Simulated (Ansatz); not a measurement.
Ideal-gas functions of CH₃ClGeO (`C[O][Ge][Cl]`) at 400 K and 1 bar, from an Ansatz frequency run at PBE0-D4/def2-TZVP.

Molar mass 139.1 g/mol, point group Cs (symmetry number 1), electronic degeneracy 1, moments of inertia 110.054, 167.958, 274.838 u Å². Harmonic wavenumbers (cm⁻¹, unscaled): 64, 162, 164, 304, 375, 603, 1118, 1173, 1190, 1466, 1490, 1493, 3035, 3110, 3119.

Use S(trans) = R[1.5 ln M + 2.5 ln T − 1.1517]; rotational temperatures θ = 24.2544 K / I; S(rot) = R[ln(√π/σ · √(T³/θAθBθC)) + 1.5]; for each mode x = 1.438777 ν̃/T, S = R[x/(eˣ − 1) − ln(1 − e⁻ˣ)] and H = RT x/(eˣ − 1); 1 cm⁻¹ = 0.0119627 kJ/mol; R = 8.31446 J/(mol·K).

Task: By hand: the entropy, in J/(mol·K).

Result: Translation 176.5. Rotation: θ = 0.2204, 0.1444, 0.0882 K, giving 116.4. Vibration, mode by mode: 20.54, 12.92, 12.82, 7.97, 6.43, 3.34, 0.76, 0.65, 0.62, 0.27, 0.25, 0.25, 0.00, 0.00, 0.00, in all 66.8. Electronic 0.0. Sum 359.7 J/(mol·K).

Task: By hand: H − E and G − E in kJ/mol, counted from the electronic energy.

Result: Zero-point energy ½ × 18866 × 0.0119627 = 112.8; thermal vibration 13.1; translation, rotation and pV give 4 RT = 13.3. H − E = 139.2 kJ/mol, and G − E = 139.2 − 400 × 359.7/1000 = -4.7 kJ/mol.

Vibration gives 19 % of the entropy, 20.5 J/(mol·K) of it from the mode under 150 cm⁻¹: soft modes count most, and the harmonic formula is weakest for them. The sum counts one conformer and one mirror image; others add a mixing term.
